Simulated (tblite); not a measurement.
C3H8N2OSi2.
Cartesian coordinates in Å at the GFN2-xTB level; atoms count from 1:
```xyz
16
C3H8N2OSi2 angstrom
C      0.3027   -1.6651   -1.0942
Si     0.2783   -0.1593    0.0807
Si     2.1397    1.2259    0.0644
C     -0.1333   -0.8927    1.7615
N     -0.4078   -1.2989    2.7993
C     -1.3303    0.8380   -0.3218
N     -2.4455    0.5954    0.3949
O     -1.3039    1.6549   -1.2247
H     -0.5958   -2.2719   -1.0040
H      0.3742   -1.3339   -2.1270
H      1.1565   -2.3061   -0.8904
H      1.9343    2.3866   -0.7975
H      2.4531    1.6927    1.4185
H      3.3080    0.4853   -0.4268
H     -3.2884    1.1137    0.1951
H     -2.4493   -0.0554    1.1607
```

Method: GFN2-xTB as coded in tblite; computed harmonic values from a numerical Hessian at the method's own geometry, unscaled. Against measured fundamentals such values can be off by several per cent, at times by over 20. Modes of hydrogen on silicon can be 10 to 20 % off. One conformer, not necessarily the lowest.

Harmonic wavenumbers (cm⁻¹): 28.0, 37.0, 67.8, 79.6, 95.3, 112.7, 126.3, 128.4, 263.5, 311.6, 336.8, 358.6, 365.9, 430.1, 446.2, 472.8, 485.4, 613.6, 627.7, 635.3, 735.3, 765.6, 795.1, 796.3, 819.6, 824.8, 1035.6, 1264.2, 1362.5, 1454.7, 1471.9, 1474.4, 1700.8, 2221.6, 2236.5, 2290.8, 2321.3, 3019.4, 3031.7, 3033.2, 3420.8, 3516.7.

A = 1351, B = 1200, C = 885.3 MHz; mass 144.018 u (most abundant isotopes); point group C1, symmetry number 1.

Q: Zero-point energy?

A: ½Σν̃ = 22808 cm⁻¹ = 65.21 kcal/mol.

Q: Entropy at 500 K, 1 bar (ideal gas, RRHO, classical rotation)?

A: Translation 43.40, rotation 31.34, vibration 66.79: S = 141.5 cal/(mol K).

Q: And Cp and H(500 K) − H(0)?

A: Cp = 57.26 cal/(mol K), of which vibrations give 49.31 (their classical limit is 42 R = 83.5); H(500 K) − H(0) = 19.14 kcal/mol without the zero-point energy, 15.16 from vibrations.

Q: Which modes carry the vibrational entropy at 500 K?

A: 28.0 cm⁻¹: 6.99; 37.0 cm⁻¹: 6.44; 67.8 cm⁻¹: 5.24; 79.6 cm⁻¹: 4.92; 95.3 cm⁻¹: 4.56; 112.7 cm⁻¹: 4.23 cal/(mol K); the other 36 give 34.40 together.

Q: What must be added to the electronic energy to get the Gibbs energy at 500 K and 1 bar?

A: ZPE + [H(500 K) − H(0)] − T·S = 65.21 + 19.14 − 70.76 = 13.59 kcal/mol.

Hindered rotation and anharmonicity are outside this model. Other conformers, if any are populated, would add a mixing term that is left out. The structure is chiral; the term R ln 2 for an equal mix with its mirror image is left out.
